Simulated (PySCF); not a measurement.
**Nd⁵²⁺: ionisation energy**

Nd⁵²⁺ [He] 2s2 2p4 [2p1/2^2 2p3/2^2, M_J = 2] → Nd⁵³⁺ [He] 2s2 2p3 [2p1/2^2 2p3/2^1, M_J = 3/2], as a difference of total energies. All numbers are calculated (PySCF 2.14, the two-component X2C-1e Hamiltonian, in an uncontracted even-tempered set (17 s from 32 bohr⁻², ratio 2.4; 13 p from 42 bohr⁻², ratio 2.4; 5 d from 140 bohr⁻², ratio 2.6; 4 f from 220 bohr⁻², ratio 2.6)). Correlated levels: nothing frozen; the 32 highest virtual spinors dropped. "Screened" scales the spin-orbit matrix elements by Boettger's factors to mimic the two-electron term; Breit and QED terms are absent.

```tsv
method	ionisation energy (eV)
GHF (spin-free)	10426.9
GMP2 (spin-free)	10428.6
GHF (screened spin-orbit)	10296.4
GMP2 (screened spin-orbit)	10296.3
```

For this ion Breit and QED terms and the two-electron picture change, all absent here, outweigh the correlation shift from GHF to GMP2.

The spin-free rows relax to the high-spin LS determinant and lack the spin-orbit shift.

The labels give the starting determinants; with spin-orbit coupling the two ends relaxed to ⟨J²⟩ = 6.00, ⟨L²⟩ = 3.24, ⟨S²⟩ = 1.39 and ⟨J²⟩ = 3.75, ⟨L²⟩ = 2.52, ⟨S²⟩ = 1.49.

For comparison: 10288 ± 4 eV (theoretical estimate listed by NIST; NIST Atomic Spectra Database, ionization energies).
